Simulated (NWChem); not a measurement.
Molecule: SiH2ICl; SMILES Cl[SiH2]I

```xyz
5

Si    -0.8944     1.0709     0.0000
Cl     0.5446     2.5445     0.0000
I      0.1262    -1.1445     0.0000
H     -1.7119     1.2040     1.2322
H     -1.7119     1.2040    -1.2322
```
Atoms are numbered in this order, from 1.

All runs: NWChem. The geometry was optimised at PBE0/def2-SVP. def2 effective core potentials on I; no spin-orbit coupling.

Problem. Estimate the computed values for BP86/def2-SVP. Quantities: highest occupied level (eV); orbital gap (eV); dipole (D).

Solution. 
- highest occupied level (eV) = -6.80
- orbital gap (eV) = 5.04
- dipole (D) = 1.06
